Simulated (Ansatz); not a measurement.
`C[O][GeH]` + `CC(C)[CH2][AlH2]` → `C[CH](C)[GeH]` + `CO[CH2][AlH2]` at 298.15 K and 1 bar (redistribution).

Calculated with Ansatz (gas phase, PBE0-D4/def2-TZVP geometries, no zero-point term in ΔE). CCSD(T)/CBS adds triple-zeta CCSD(T) − MP2 to the extrapolated MP2 energy (def2 sets, frozen cores). For Ge outer-core shells are correlated without core-valence functions, which leaves a few kJ/mol of doubt a bond. Scalar relativity is left out up to krypton. Each species was taken in one conformer, which may not be the lowest.

| species | CCSD(T)/CBS energy (Eh) | H − E (kJ/mol) | S (J/(mol·K)) |
| --- | --- | --- | --- |
| `C[O][GeH]` | -2191.71863 | 140.9 | 292.9 |
| `CC(C)[CH2][AlH2]` | -400.83779 | 374.9 | 363.1 |
| `C[CH](C)[GeH]` | -2195.04052 | 278.8 | 340.5 |
| `CO[CH2][AlH2]` | -397.45414 | 234.7 | 331.0 |

H − E and S are ideal-gas, rigid-rotor, harmonic terms from PBE0-D4/def2-TZVP, for one conformer and one mirror image of each species. 1 Eh = 2625.50 kJ/mol, R = 8.31446 J/(mol·K).

Question: By hand: ΔE, ΔH, ΔS and ΔG.

Answer: ΔE = (-2195.04052) + (-397.45414) − (-2191.71863) − (-400.83779) = 0.06176 Eh = 162.2 kJ/mol. Δ(H − E) = 278.8 + 234.7 − 140.9 − 374.9 = -2.3, so ΔH = 159.9 kJ/mol. ΔS = 340.5 + 331.0 − 292.9 − 363.1 = 15.5 J/(mol·K). ΔG = 159.9 − 298.15 × (15.5)/1000 = 155.3 kJ/mol.

Question: By hand: the equilibrium constant, and the temperature at which ΔG would vanish if ΔH and ΔS stayed fixed.

Answer: log₁₀ K = −ΔG/(RT ln 10) = -27.2. ΔG = 0 at ΔH/ΔS = 10316 K, far beyond where these terms or the molecules hold.

ΔH outweighs TΔS. A doubt of 5 kJ/mol in ΔE shifts log₁₀ K by 0.9 here. Other conformers and mirror images would add mixing entropy, several J/(mol·K) or more a flexible species. Modes under 60 cm⁻¹, often nearly free rotors, make the harmonic entropy too high. These are equilibria of isolated gas molecules and say nothing of rates. Largest T1 diagnostic: 0.016 (customary marks: 0.02 for closed shells, 0.045 for open ones).
